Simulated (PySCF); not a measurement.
Molecule: `InChI=1S/C6H5F/c7-6-3-1-5(6)2-4-6/h1-5H/t5-,6-`.

Structure with atom numbers: `[F:1][C@:2]12[CH:3]=[CH:4][C@H:5]1[CH:6]=[CH:7]2`. Hydrogens are named by the atom that carries them.

Spin–spin couplings on one PBE0-D3(BJ)/def2-SVP geometry, PySCF, gas phase, non-relativistic, equivalent pairs averaged (spin–dipole term only in couplings to heteroatoms); isotopes 19F, 13C, 1H; functional B3LYP.

How do the couplings (Hz) change with the basis set? Times are CPU seconds on 1 thread of an Arm Neoverse V2, shared host. Far from the basis limit: pcJ-0, 6-31G*, def2-TZVP, cc-pVTZ.

Answers


| basis set | functions | 1J(F1,C2) | 1J(C3,H(C3)) | 1J(C4,H(C4)) | 1J(C5,H(C5)) | 1J(C3,C4) | 1J(C2,C3) | 1J(C4,C5) | core-s |
| --- | --- | --- | --- | --- | --- | --- | --- | --- | --- |
| pcJ-0 | 106 | -376.1 | 170.0 | 169.0 | 151.1 | 55.4 | 30.9 | 27.0 | 8.6 |
| 6-31G* | 108 | -224.7 | 171.0 | 170.9 | 177.7 | 92.5 | 60.1 | 52.2 | 10 |
| def2-TZVP | 247 | -356.1 | 175.9 | 175.0 | 163.6 | 69.5 | 39.9 | 32.3 | 35 |
| cc-pVTZ | 280 | -291.3 | 170.1 | 169.3 | 153.4 | 83.5 | 35.1 | 26.2 | 40 |

The Fermi-contact term samples the wavefunction at the nucleus, which is why sets with added tight s functions (names with J) are made for couplings.
